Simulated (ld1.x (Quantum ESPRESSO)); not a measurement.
# Which change was made? (Rb, TM)

ld1.x (Quantum ESPRESSO) 7.5 input, shortened:

```
&input
   title='Rb', zed=37., rel=1, dft='PBESOL', iswitch=3,
   config='[Kr] 4d-2 5s1 5p0'
 /
 &inputp
   pseudotype=2, tm=.true., lloc=2,
   nlcc=.false.
 /
3
4S  1  0   2.00   0.00  1.70  1.70  0.0
4P  2  1   6.00   0.00  1.45  1.45  0.0
4D  3  2  -2.00   0.35  1.55  1.55  0.0
 &test
   configts(1)='4s2 4p6 5s1 5p0'
 /
```

Occupied shells without a wave of their own: 5s. They enter only through the test configuration that unscreens the potential.

Cutoffs, loose and tight: the cutoffs (Ry, on a coarse ladder) from which the occupation-weighted sum of valence levels, in a spherical-Bessel basis at the reference potential, stays within 10 and 1 mRy of its value at 400 Ry. They do not see the model core or the augmentation charge, which bear on the density cutoff. Test errors are all-electron minus pseudo excitation energies from the reference, over the configurations 4s2 4p6 5s0 5p0; 4s2 4p6 5s0.5 5p0; 4s2 4p6 5s0 5p1; 4s2 4p5 5s1 5p0; 4s1 4p6 5s1 5p0; variants that change the core or the reference have their own tests. The largest error is taken over the tests solved by every variant that gives reliable tests at all, those not shown here included: 4s1 4p6 5s1 5p0; 4s2 4p5 5s1 5p0; 4s2 4p6 5s0 5p0; 4s2 4p6 5s0.5 5p0.

The base gives: outcome: generated; cutoff, loose: 45 Ry; cutoff, tight: 80 Ry; bound ghosts: none; largest test error (meV): -31.

After one change the result is: outcome: generated; cutoff, loose: 110 Ry; cutoff, tight: 230 Ry; bound ghosts: none; largest test error (meV): +33. Which change was it?
A. wave 4s (bound): rc 1.70 bohr becomes 4s (bound): rc 1.06 bohr
B. wave 4s (bound): rc 1.70 bohr becomes 4s (bound): rc 2.18 bohr
C. wave 4s (bound): rc 1.70 bohr becomes 4s (bound): rc 2.38 bohr

A. The others give: wave 4s (bound): rc 1.70 bohr becomes 4s (bound): rc 2.18 bohr → outcome: generated; cutoff, loose: 35 Ry; cutoff, tight: 80 Ry; bound ghosts: none; largest test error (meV): -67 | wave 4s (bound): rc 1.70 bohr becomes 4s (bound): rc 2.38 bohr → outcome: generated; cutoff, loose: 35 Ry; cutoff, tight: 80 Ry; bound ghosts: none; largest test error (meV): -90.
